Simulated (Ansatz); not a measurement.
`C=C([SiH3])NC` → `C=CNC` + `[SiH2]`  (silylene formation by 1,1-elimination)

Gas-phase electronic energies from Ansatz, PBE0-D4/def2-TZVP geometries. CCSD(T)/CBS is the MP2 limit (def2-TZVPP, def2-QZVPP) plus CCSD(T) − MP2 in def2-TZVPP, frozen cores. This one scheme is used for every species. DFT in def2-TZVPP. B3LYP here is the variant with VWN-RPA as its local correlation; programs differ in this. Each species was taken in one conformer, which may not be the lowest.

| level | ΔE (kJ/mol) | difference from CCSD(T)/CBS |
| --- | --- | --- |
| PBE-D4 | 233.5 | 4.1 |
| r2SCAN-D4 | 248.0 | 18.6 |
| PBE0-D4 | 239.9 | 10.5 |
| ωB97X-V | 238.0 | 8.6 |
| ωB97M-V | 224.4 | -5.0 |
| PBE | 222.1 | -7.3 |
| B3LYP | 205.8 | -23.6 |
| HF/def2-TZVPP | 198.7 | -30.7 |
| MP2/def2-TZVPP | 243.9 | 14.5 |
| SCS-MP2/def2-TZVPP | 230.1 | 0.7 |
| CCSD/def2-TZVPP | 216.0 | -13.4 |
| HF/def2-QZVPP | 199.2 | -30.2 |
| SCS-MP2/def2-QZVPP | 234.2 | 4.8 |
| HF/CBS(def2) | 199.3 | -30.1 |
| MP2/CBS(def2) | 250.4 | 21.0 |
| CCSD/CBS(def2) | 222.6 | -6.8 |
| CCSD(T)/CBS | 229.4 | 0 |

Largest T1 diagnostic among the species: 0.014.

In def2-TZVPP, CCSD(T) changes the Hartree–Fock value by +24.2 kJ/mol (the triples alone add +6.8 kJ/mol) and MP2 by +45.2 kJ/mol. From PBE to PBE0 (25 % exact exchange), in def2-TZVPP and without D4, ΔE moves by +7.9 kJ/mol.
